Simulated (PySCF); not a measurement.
B(F)2(nBu), SMILES C(CB(F)F)CC, GFN2-xTB optimised geometry.

```
16

B      1.43    -1.45     0.00
F      0.90    -2.66    -0.01
F      2.75    -1.45     0.00
C      0.59    -0.12     0.00
C     -0.93    -0.33     0.12
C     -1.71     0.99     0.18
C     -1.66     1.78    -1.12
H      0.93     0.52     0.81
H      0.81     0.43    -0.92
H     -1.28    -0.91    -0.74
H     -1.14    -0.91     1.02
H     -2.75     0.76     0.42
H     -1.31     1.60     1.00
H     -2.01     1.17    -1.95
H     -0.65     2.11    -1.34
H     -2.29     2.66    -1.04
```

Density from PySCF with CAM-B3LYP/def2-TZVP at that geometry.

Minimum of the electron density along straight lines between bonded atoms, close to the bond critical point (lines longer than 1.1 times the sum of covalent radii, or with two minima, are not listed):

| bond | length / Å | ρ at the minimum / e bohr⁻³ | ∇²ρ there / e bohr⁻⁵ | position (fraction from the first atom) |
|---|---|---|---|---|
| B1–F2 | 1.318 | 0.208 | 1.24 | 0.34 |
| B1–F3 | 1.320 | 0.207 | 1.22 | 0.34 |
| B1–C4 | 1.576 | 0.198 | -0.50 | 0.34 |
| C4–C5 | 1.534 | 0.242 | -0.59 | 0.51 |
| C5–C6 | 1.529 | 0.248 | -0.62 | 0.50 |
| C6–C7 | 1.524 | 0.248 | -0.62 | 0.50 |
| C4–H8 | 1.094 | 0.273 | -0.91 | 0.64 |
| C4–H9 | 1.093 | 0.273 | -0.91 | 0.64 |
| C5–H10 | 1.091 | 0.281 | -0.97 | 0.64 |
| C5–H11 | 1.092 | 0.281 | -0.97 | 0.64 |
| C6–H12 | 1.092 | 0.280 | -0.97 | 0.64 |
| C6–H13 | 1.092 | 0.280 | -0.96 | 0.64 |
| C7–H14 | 1.088 | 0.280 | -0.96 | 0.64 |
| C7–H15 | 1.087 | 0.281 | -0.97 | 0.64 |
| C7–H16 | 1.087 | 0.280 | -0.97 | 0.64 |
